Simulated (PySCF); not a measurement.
Start geometry of Al2H6O2 ((H2Al-mu-OH)2) from GFN2-xTB (Å):
```
atom  x, y, z in Å
Al1   -1.082   -0.145   -0.754
H2    -1.723   -1.479   -1.081
H3    -1.809    1.257   -1.268
O4     0.778   -0.047   -1.018
Al5    1.135    0.050    0.734
H6     1.687    1.487    1.062
H7     1.784   -1.262    1.247
O8    -0.632    0.065    0.992
H9     1.207   -0.079   -1.742
H10   -1.219    0.077    1.831
```

**Question.** What comes out of this run: PBE0-D3(BJ)/def2-SVP geometry optimisation, gas phase (PySCF 2.14.0)?

**Answer.** 
```
atom  x, y, z in Å
Al1   -1.1660   -0.0884   -0.8212
H2    -1.7722   -1.5231   -1.1420
H3    -1.8317    1.2399   -1.3860
O4     0.6952   -0.0615   -0.9731
Al5    1.1900    0.0830    0.8212
H6     1.8128    1.5069    1.1553
H7     1.8389   -1.2591    1.3744
O8    -0.6716    0.0742    0.9714
H9     1.2474   -0.1201   -1.7551
H10   -1.2182    0.0715    1.7595
```

The energy falls by 91.7 kJ/mol over 9 energy and gradient evaluations, the largest force component goes from 0.1621 to 3.3e-04 Eh/bohr, and the atoms move by 0.099 Å rms after alignment. The bond that changes most is O4–H9 (ends: oxygen bonded to 2 Al and H; hydrogen on oxygen), which lengthens by 0.117 Å. Bonds longer at the end by more than 0.005 Å: 7 of 10; shorter: 3. Among the angles that change most is Al5–O4–H9, from 137.9° to 129.5°. Rotational constants go from 7726, 4132, 2933 to 8100, 3630, 2716 MHz. The orientation of the end geometry is arbitrary; only internal coordinates are fixed.

The run used 94 basis functions and 49 SCF cycles in all. The run took 49 s of wall time on an Intel Xeon at 2.70 GHz with one thread (shared host), and the process peaked at 0.36 GiB of memory.

Stationary, but not proved a minimum. The numbers are those of one conformer.
